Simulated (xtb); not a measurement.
FH6NOSi2, SMILES [Si@@H]([SiH2]F)(O)N. All values are semi-empirical tight-binding results from xtb (GFN2-xTB unless named), good for trends rather than for accurate numbers. The structure is a stationary point at GFN2-xTB. The structure was generated by enumeration; whether it is a known compound was not checked. One conformer was computed; it need not be the lowest.

Optimised geometry:

Bonds (Å): N1–Si2 1.729, N1–H6 1.006, N1–H7 1.009, Si2–O3 1.628, Si2–Si4 2.294, Si2–H8 1.467, O3–H9 0.953, Si4–F5 1.621, Si4–H10 1.463, Si4–H11 1.462. Angles (°): Si2–N1–H6 119.7, Si2–N1–H7 118.8, H6–N1–H7 109.7, N1–Si2–O3 107.4, N1–Si2–Si4 107.0, N1–Si2–H8 115.7, O3–Si2–Si4 114.7, O3–Si2–H8 98.3, Si4–Si2–H8 113.6, Si2–O3–H9 121.3, Si2–Si4–F5 111.0, Si2–Si4–H10 115.9, Si2–Si4–H11 116.2, F5–Si4–H10 102.1, F5–Si4–H11 101.4, H10–Si4–H11 108.5.
Charge 0, spin multiplicity 1.

The geometry has at least one imaginary mode, so it is a saddle point at that level.

Computed properties:
* **orbital gap**: 4.52 eV
* **dipole moment**: 2.13 D
* **static polarisability (D4 model)**: 74.5 bohr³
* **solvation energy, GFN2-xTB/ALPB(water)**: -6.1 kcal/mol
* **solvation energy, GFN2-xTB/ALPB(chcl3)**: -3.8 kcal/mol

Computed atomic charges and the Wiberg bond orders between heavy atoms:
charges (e) N1 -0.42, Si2 0.46, O3 -0.49, Si4 0.46, F5 -0.29, H6 0.14, H7 0.15, H8 -0.10, H9 0.30, H10 -0.11, H11 -0.11. Bond orders N1–Si2 1.14, Si2–O3 1.18, Si2–Si4 0.77, Si4–F5 1.10.
